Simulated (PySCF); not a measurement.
## Simulated absorption spectrum

Compound: C7H4F2.
SMILES: `Fc1cc(F)c2c(c1)C2`

Computed, not measured: PySCF 2.14.0, density-fitted response routines, TDDFT CAM-B3LYP/def2-SVPD, vertical, gas phase, core orbitals frozen in the response. Isolated species at its GFN2-xTB geometry, gas phase.

Broadening: Gaussians 0.5 eV wide at half height, area fixed by f = 4.319×10⁻⁹ ∫ε dν̃. The width is an assumption, not a result. The curve ends short of the highest state used, and states not computed would add to its high-energy end.

```
λ (nm)  ε (L mol⁻¹ cm⁻¹)
 185.1             22131
 188.0             11020
 190.9              4539
 193.9              1550
 196.8               549
 199.8               311
 202.7               338
 205.6               418
 208.6               477
 211.5               500
 214.4               528
 217.4               617
 220.3               795
 223.3              1062
 226.2              1337
 229.1              1548
 232.1              1631
 235.0              1558
 237.9              1361
 240.9              1082
 243.8               801
 246.8               543
 249.7               348
 252.6               210
 255.6               117
 258.5                63
 261.4                32
 264.4                15
 267.3                 7
 270.2                 3
```

(1) Locate the maxima and give the states behind the curve.

(2) On this curve, what absorbance would a 10⁻³ mol/L sample give at 222 nm over a 1 cm path?

(3) Coming from long wavelengths, where does ε first pass 100 L mol⁻¹ cm⁻¹?

Results:

(1) 232 nm (5.34 eV), ε about 1600, made up of S1 (99%) (ε in L mol⁻¹ cm⁻¹; maxima over ε = 5, shares over 10%). At its high-energy end, 6.70 eV, the curve is still rising (ε about 22000, from S5 and S6). The states used: S1 5.34 eV (f 0.030); S2 5.93 eV (f 0.0083); S3 6.63 eV (f 0.0004); S4 6.69 eV (f 0.0029); S5 6.92 eV (f 0.355); S6 6.99 eV (f 0.526); S7 7.00 eV (f 0.0029); S8 7.30 eV (f 0.0004).

(2) 222 nm is 5.585 eV, where ε is about 940 L mol⁻¹ cm⁻¹, so A = ε c l ≈ 0.94 (Beer–Lambert, with the gas-phase spectrum and the assumed width).

(3) At about 256 nm (4.84 eV), 0.50 eV below S1.
